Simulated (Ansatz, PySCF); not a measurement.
Molecule: C$_{5}$H$_{5}$S (charge 0, doublet). It need not be the lowest isomer of its formula. 
Coordinates optimised at B3LYP-D3(BJ)/def2-TZVP (Ansatz, a program for electronic structure):
SMILES: c1cc(C)s[c]1
```xyz
11

C     -2.2165    -0.0766    -0.0563
C     -0.7340    -0.1561     0.1039
C     -0.0080    -0.9780     0.9158
C      1.4148    -0.7946     0.8261
C      1.6864     0.1765    -0.0680
S      0.3307     0.8889    -0.8137
H     -2.6028     0.9110     0.2053
H     -2.6909    -0.8069     0.6005
H     -2.5286    -0.2935    -1.0803
H     -0.4683    -1.7059     1.5711
H      2.1428    -1.3548     1.3931
```
Charge 0, spin multiplicity 2.

Total electronic energies in hartree. Valence correlation only, unless marked. Open shells are spin-unrestricted. Spin-orbit coupling is left out. No relativistic terms. Basis-set limits of correlation are two-point, X^-3; Hartree-Fock from the larger set. The bracket is a focal-point correction in the basis named.

The UHF reference is spin-contaminated (<S^2> 0.39 over the pure value in the largest basis). 

```csv
level,program,energy (Eh)
HF/cc-pV(D+d)Z,Ansatz,-589.71846
HF-D3(BJ)/def2-TZVPD,PySCF + dftd3,-589.86913
B97M-V/def2-TZVPD,Ansatz,(withheld)
PBE0-D3(BJ)/def2-TZVPD,Ansatz + dftd3,-591.35337
PBE0/def2-TZVP,Ansatz,(withheld)
B2GP-PLYP-D3(BJ)/def2-TZVPD,Ansatz + dftd3,(withheld)
RPA@PBE/cc-pV(Q+d)Z,Ansatz,-591.38997
SCS-MP2/cc-pV(T+d)Z,Ansatz,-590.68391
"RI-MP2/CBS(cc-pV(T+d)Z,cc-pV(Q+d)Z)+[CCSD(T)-MP2]/cc-pV(T+d)Z",Ansatz,-590.9363
```

### Question
Fill in the missing entries.

### Answer

- B97M-V/def2-TZVPD, energy (Eh): -591.62450
- PBE0/def2-TZVP, energy (Eh): -591.34292
- B2GP-PLYP-D3(BJ)/def2-TZVPD, energy (Eh): -591.32998
